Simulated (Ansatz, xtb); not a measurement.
C4H9NSi: which of two isomers lies lower

Structure I: `C[SiH](C)CC#N`, a singlet. Structure II: `CC[Si@@H](C)C#N`, a singlet. Both are isolated molecules in the gas phase, relaxed with PBE0-D3(BJ)/def2-SVP; the shapes shown needn't be the lowest conformers.

I (Å):

```xyz
15

C     1.1672    0.5120    1.5172
C    -1.5783   -0.0600    0.1848
C     1.0181   -1.0870   -1.1067
C     0.9278   -2.3365   -0.3824
N     0.8217   -3.3009    0.2519
Si    0.2300    0.3384   -0.0947
H     1.1229   -0.4307    2.0853
H     2.2261    0.7574    1.3421
H     0.7333    1.3082    2.1416
H     0.3814    1.5684   -0.9349
H    -1.6773   -1.0138    0.7270
H    -2.0671    0.7251    0.7821
H    -2.1223   -0.1493   -0.7681
H     0.5037   -1.1806   -2.0770
H     2.0748   -0.8527   -1.3153
```

II (Å):

```yaml
atoms:
  - { symbol: C, position_ang: [-1.2366, 0.8688, 0.1950] }
  - { symbol: C, position_ang: [-2.0580, -0.3959, 0.4309] }
  - { symbol: C, position_ang: [-1.7102, -1.4792, -2.4931] }
  - { symbol: C, position_ang: [0.2095, -2.2402, -0.2956] }
  - { symbol: N, position_ang: [1.3273, -2.4477, -0.0643] }
  - { symbol: Si, position_ang: [-1.5833, -1.8466, -0.6635] }
  - { symbol: H, position_ang: [-1.3506, 1.2443, -0.8340] }
  - { symbol: H, position_ang: [-1.5431, 1.6800, 0.8730] }
  - { symbol: H, position_ang: [-0.1631, 0.6880, 0.3618] }
  - { symbol: H, position_ang: [-3.1337, -0.2036, 0.2688] }
  - { symbol: H, position_ang: [-1.9684, -0.7303, 1.4787] }
  - { symbol: H, position_ang: [-2.3544, -3.0709, -0.2995] }
  - { symbol: H, position_ang: [-1.0766, -0.6220, -2.7659] }
  - { symbol: H, position_ang: [-2.7511, -1.2406, -2.7623] }
  - { symbol: H, position_ang: [-1.3901, -2.3458, -3.0904] }
```

Quicker runs give these differences E(II) − E(I): GFN2-xTB +8.03 kcal/mol; HF/STO-3G −6.37 kcal/mol (at GFN2-xTB geometries); r2SCAN-D4/def2-SVP +1.33 kcal/mol (at GFN2-xTB geometries).

Q: Estimate which is lower in electronic energy at CCSD(T)/def2-SVP + ΔMP2/def2-TZVPP, and by roughly how much.

A: Too close to call at this level: CCSD(T)/def2-SVP + ΔMP2/def2-TZVPP gives E(II) − E(I) = −0.77 kcal/mol.

The same difference at several levels:

```json
{"level": "GFN2-xTB", "geometry": "GFN2-xTB", "E(II) − E(I) (kcal/mol)": "+8.03", "departure from the last row (kcal/mol)": "+8.80", "job, with rough time for the two": "optimisation, 0.26 s"}
{"level": "HF/STO-3G", "geometry": "GFN2-xTB", "E(II) − E(I) (kcal/mol)": "−6.37", "departure from the last row (kcal/mol)": "−5.60", "job, with rough time for the two": "single point, 0.82 s"}
{"level": "r2SCAN-D4/def2-SVP", "geometry": "GFN2-xTB", "E(II) − E(I) (kcal/mol)": "+1.33", "departure from the last row (kcal/mol)": "+2.10", "job, with rough time for the two": "single point, 5.1 s"}
{"level": "PBE0-D3(BJ)/def2-SVP", "geometry": "PBE0-D3(BJ)/def2-SVP", "E(II) − E(I) (kcal/mol)": "+1.61", "departure from the last row (kcal/mol)": "+2.38", "job, with rough time for the two": "optimisation, 58 s"}
{"level": "HF/def2-SVP", "geometry": "PBE0-D3(BJ)/def2-SVP", "E(II) − E(I) (kcal/mol)": "−1.10", "departure from the last row (kcal/mol)": "−0.33", "job, with rough time for the two": "part of the CCSD(T) run"}
{"level": "MP2/def2-SVP", "geometry": "PBE0-D3(BJ)/def2-SVP", "E(II) − E(I) (kcal/mol)": "−1.09", "departure from the last row (kcal/mol)": "−0.32", "job, with rough time for the two": "part of the CCSD(T) run"}
{"level": "CCSD(T)/def2-SVP", "geometry": "PBE0-D3(BJ)/def2-SVP", "E(II) − E(I) (kcal/mol)": "−1.54", "departure from the last row (kcal/mol)": "−0.77", "job, with rough time for the two": "single point"}
{"level": "CCSD(T)/def2-SVP + ΔMP2/def2-TZVPP", "geometry": "PBE0-D3(BJ)/def2-SVP", "E(II) − E(I) (kcal/mol)": "−0.77", "departure from the last row (kcal/mol)": "", "job, with rough time for the two": "single point, 71 s"}
```

As drawn, both hold the same kinds of bond in the same numbers.

The largest departure from CCSD(T)/def2-SVP + ΔMP2/def2-TZVPP is that of GFN2-xTB, 8.80 kcal/mol. The last row adds to CCSD(T) the change of the MP2 difference between the two basis sets, here +0.77 kcal/mol.

With thermal terms from frequencies at re-optimised GFN2-xTB minima (ideal gas, soft modes damped towards free rotors, one conformer each, 298.15 K, 1 atm): on the last row, ΔE + ΔZPE = +0.07, ΔH = +0.05, ΔG = +0.08 kcal/mol.

The correlated steps freeze 10 core orbitals. Mirror images aren't counted in ΔG. Programs: Ansatz 0.2.0, xtb 6.7.1; the last row on 2 threads of Intel(R) Xeon(R) Platinum 8259CL CPU @ 2.50GHz (Skylake/Cascade Lake) on a shared host.
